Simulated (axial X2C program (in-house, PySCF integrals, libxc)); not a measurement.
**Testing model relations on NaRh**

A bond curve at the PBE0 level, with spin–orbit coupling, was computed with an in-house all-electron X2C program for linear molecules (integrals from PySCF) (basis Rh dyall-cv3z [12s12p8d5f3g], Na dyall-cv3z [9s8p5d2f] (cores contracted in-house)) for the state Ω = 3 (⟨Sz⟩ = 0.99, ⟨Lz⟩ = 2.01 at PBE0). Its fit gives Re = 2.7349 Å, ωe = 199.3 cm⁻¹, ωexe = 0.727 cm⁻¹ and αe = 7.440e-04 cm⁻¹; the masses are 102.9055 and 22.9898 u. Two-component means X2C with spin–orbit coupling and atomic mean-field Coulomb and Gaunt terms.

Q: Find the reduced mass, Be and the force constant.

A: From the PBE0 values: μ = 18.7916 u. Be = 16.8576/(μ Re²) = 0.1199 cm⁻¹. k = 5.8918×10⁻⁷ μ ωe² = 0.44 mdyn/Å.

Q: Where do the fundamental and the first overtone lie?

A: ν(1←0) = ωe − 2ωexe = 197.8 cm⁻¹; ν(2←0) = 2ωe − 6ωexe = 394.2 cm⁻¹.

Q: A Morse curve ties αe to the other constants (Pekeris). How well does that hold?

A: αe(Morse) = 6Be²/ωe × (√(ωexe/Be) − 1) = 6.331e-04 cm⁻¹; the PBE0 curve gives 7.440e-04 cm⁻¹, a ratio of 0.85.

Q: The dipole moment p changes by 1.37 D/Å at Re. What harmonic infrared intensity follows?

A: I = 42.256 × (dp/dR)²/μ = 4.2 km/mol.

Q: Estimate the centrifugal constant by the Kratzer relation.

A: D = 4Be³/ωe² = 1.74e-07 cm⁻¹.

The state is a single determinant with fixed occupations, the lowest that a limited PBE0 search found. Density functionals use the spin component along the axis (collinear). PBE0 can misorder states that lie within some tenths of an eV, so this need not be the ground state of the molecule. The nearest other 2c determinant of the search, Ω = 4, lies 0.19 eV up at the distance of the search. Without a current term, density functionals place determinants with orbital angular momentum somewhat too high. With several unpaired electrons one determinant need not be a pure state.
